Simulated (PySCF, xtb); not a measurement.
chlorotrifluoromethane (CClF₃), SMILES FC(F)(F)Cl.

Harmonic wavenumbers (cm⁻¹) from GFN2-xTB (xtb) at its own minimum, in rising order: 301, 301, 413, 486, 486, 679, 984, 1105, 1106.

Question: What does B3LYP-D3(BJ)/def2-SVP (PySCF) give at its own minimum? (An estimate is asked for; the answer gives what the named calculation found.)

Answer: 347, 347, 465, 565, 565, 788, 1116, 1257, 1257. Paired by order, the mean absolute difference is 94 cm⁻¹ and the zero-point energies are 8.4 and 9.6 kcal/mol.
